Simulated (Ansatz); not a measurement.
Compare A (`B/C=C/O`) with its isomer B (`BOC=C`).

Gas-phase electronic energies from Ansatz, PBE0-D4/def2-TZVP geometries. CCSD(T)/CBS is the MP2 limit (def2-TZVPP, def2-QZVPP) plus CCSD(T) − MP2 in def2-TZVPP, frozen cores. This one scheme is used for every species. Functionals use def2-TZVPP. Each species was taken in one conformer, which may not be the lowest.

A:

```xyz
9

B     1.3888   -0.7516   -0.1475
C     0.0283   -0.3269    0.3487
C    -0.6256    0.6605   -0.2970
O    -1.8231    1.1609   -0.0029
H     1.8563   -0.2003   -1.1054
H     2.0132   -1.6217    0.3871
H    -0.4606   -0.7807    1.2115
H    -0.1964    1.1551   -1.1633
H    -2.1809    0.7046    0.7687
```

B:

```xyz
9

B     1.400    0.345   -1.125
O     0.424   -0.396   -0.558
C    -0.399    0.106    0.409
C    -1.350   -0.629    0.957
H     2.062   -0.192   -1.961
H     1.562    1.483   -0.780
H    -0.206    1.142    0.680
H    -1.985   -0.202    1.720
H    -1.508   -1.657    0.657
```

(1) Which isomer does CCSD(T)/CBS put lower? Give the gap. (Estimate.)

(2) Give E(B) − E(A) in kcal/mol with PBE-D4, CCSD(T)/def2-TZVPP, CCSD/def2-TZVPP, r2SCAN-D4, ωB97M-V, B2PLYP, HF/def2-TZVPP. (Estimate.)

Largest T1 diagnostic: 0.014.

Results:

(1) The calculation gave: B, by 20.1 kcal/mol.

(2) Computed: PBE-D4 -16.5, CCSD(T)/def2-TZVPP -20.2, CCSD/def2-TZVPP -20.6, r2SCAN-D4 -17.3, ωB97M-V -19.1, B2PLYP -19.5, HF/def2-TZVPP -21.0. None reverses the order clearly.

In def2-TZVPP, CCSD(T) changes the Hartree–Fock value by +0.8 kcal/mol (the triples alone add +0.4 kcal/mol) and MP2 by +1.7 kcal/mol.
